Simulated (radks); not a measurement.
Initial-state core-level shifts of the aluminium ion Al+ when its valence configuration changes from [Ne] 3s2. All-electron calculation, scalar-relativistic Kohn-Sham, LDA (Slater exchange, Perdew-Wang correlation), spin-polarised, spherical densities, point nucleus; open shells are filled with parallel spins first. Program: a radial shooting solver on a logarithmic mesh with Libxc functionals. Shifts are changes of the shell-averaged eigenvalues in eV (positive: less bound).

| valence | 1s | 2s | 2p |
|---|---|---|---|
| 3s1.5 3p0.5 | -0.796 | -0.790 | -0.780 |
| 3p2 | -3.012 | -3.007 | -2.963 |
| 3s1 3p1 | -1.396 | -1.411 | -1.387 |
